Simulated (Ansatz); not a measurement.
C$_{2}$H$_{7}$FGaN, SMILES `C[NH][GaH][CH2]F`. Charge 0, multiplicity 1. Geometry: relaxed with PBE0-D4/def2-TZVP. It is one conformer, not always the lowest.

```xyz
12

C     1.287    1.206   -0.573
N     0.606    0.957    0.679
Ga   -0.649   -0.287    1.077
C    -1.271   -1.556   -0.324
F    -0.644   -1.361   -1.555
H     0.940    0.505   -1.332
H     1.099    2.219   -0.949
H     2.373    1.083   -0.481
H     0.895    1.582    1.414
H    -1.196   -0.298    2.543
H    -2.351   -1.459   -0.482
H    -1.088   -2.592   -0.017
```

(1) What is the dipole moment at B3LYP/def2-TZVPP? (Estimate.)

(2) And with PBE, r2SCAN, ωB97M-V? (An estimate is asked.)

(3) Give the Mulliken charges with B3LYP, r2SCAN, PBE in def2-TZVPP. (Estimate.)

Results:

(1) Ansatz gave: 1.09 D, with components (-0.08, 0.33, 1.03) D in this frame, pointing from negative to positive charge.

(2) The calculation gave: PBE 0.94 D, r2SCAN 1.01 D, ωB97M-V 1.15 D.

(3) The calculation gave: 
| atom | B3LYP | r2SCAN | PBE |
| --- | --- | --- | --- |
| C1 | -0.16 | -0.03 | -0.17 |
| N2 | -0.30 | -0.34 | -0.26 |
| Ga3 | 0.22 | 0.23 | 0.13 |
| C4 | -0.04 | 0.02 | -0.05 |
| F5 | -0.26 | -0.25 | -0.21 |
| H6 | 0.10 | 0.06 | 0.10 |
| H7 | 0.09 | 0.05 | 0.09 |
| H8 | 0.09 | 0.05 | 0.09 |
| H9 | 0.12 | 0.14 | 0.14 |
| H10 | -0.04 | -0.05 | -0.03 |
| H11 | 0.09 | 0.06 | 0.09 |
| H12 | 0.09 | 0.06 | 0.09 |

B3LYP here is the variant with VWN-RPA as its local correlation; programs differ in this.
